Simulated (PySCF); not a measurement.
BGeH₅O₂S, SMILES OB(O)[S][GeH3]. The structure is a stationary point at PBE-D3(BJ)/def2-SVP. The structure was generated by enumeration, and PubChem lists no compound with its InChIKey, so it may never have been made. The values are those of a single conformer.

Question: Give the equilibrium geometry at PBE-D3(BJ)/def2-SVP (PySCF confirms it by a frequency run) as bond lengths and angles. (Estimate from the structure and the level; the computed values follow.)

Answer: This is not unique; one that fits is 
Atoms: Ge1 S2 B3 O4 O5 H6 H7 H8 H9 H10. Bond lengths (Å): Ge1–S2 2.241, Ge1–H6 1.561, Ge1–H7 1.549, Ge1–H8 1.545, S2–B3 1.869, B3–O4 1.367, B3–O5 1.366, O4–H9 0.972, O5–H10 0.974. Angles (°): S2–Ge1–H6 108.8, S2–Ge1–H7 111.2, S2–Ge1–H8 107.1, H6–Ge1–H7 108.8, H6–Ge1–H8 109.5, H7–Ge1–H8 111.4, Ge1–S2–B3 100.4, S2–B3–O4 118.4, S2–B3–O5 124.7, O4–B3–O5 116.9, B3–O4–H9 112.3, B3–O5–H10 113.5.
Charge 0, spin multiplicity 1.
